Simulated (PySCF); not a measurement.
CAuO (SMILES [O+]#[C-]->[Au]), doublet, at a GFN2-xTB geometry (such geometries of metal compounds can be far from the true shape) (the multiplicity is a formal guess) (core potentials on Au). Base run: PySCF with HF/def2-SVP.

Input for PySCF:
```python
from pyscf import gto, scf

mol = gto.M(
    atom='''
Au   -0.22153076   -0.21877232   -0.20724330
O     1.67990417    1.20170291    1.42540504
C     0.67694946    1.27823174    0.82816337
''',
    basis='def2-svp',
    ecp={'Au': 'def2-svp'},
    spin=1,
    verbose=4,
)

mf = scf.UHF(mol)
mf.kernel()
mo_i, mo_e, stable_i, stable_e = mf.stability(internal=True, external=True, return_status=True, nroots=6, tol=1e-6)
print('internally stable:', stable_i, ' externally stable:', stable_e)
if not stable_i:
    umf = mf.copy()
    umf.scf_summary = {}
    umf.kernel(umf.make_rdm1(mo_i, mf.mo_occ))
```

The bond that is stretched is that between atoms 2 and 3. A test that says stable can miss a lower solution.

Each row names what was changed in the base input (with any setting that the change needs).

```
change       ΔE vs base (eV)  <S^2>  E after following the instability (Eh)  <S^2> there   stability test says        outcome
-----------  ---------------  -----  --------------------------------------  -----------  --------------------  -------------
base                    0.00  0.781                                       -            -                stable      converged
bond × 1.25             3.60  0.808                              -247.28661         1.48  internal instability      converged
bond × 1.5                 -      -                                       -            -                     -  not converged
bond × 1.8              8.40  0.802                              -247.12159         1.76  internal instability      converged
bond × 2.2                 -      -                                       -            -                     -  not converged
bond × 3.0                 -      -                                       -            -                     -  not converged
```

On stretching, the SCF can end on different states; <S^2> shows the spin contamination of each.
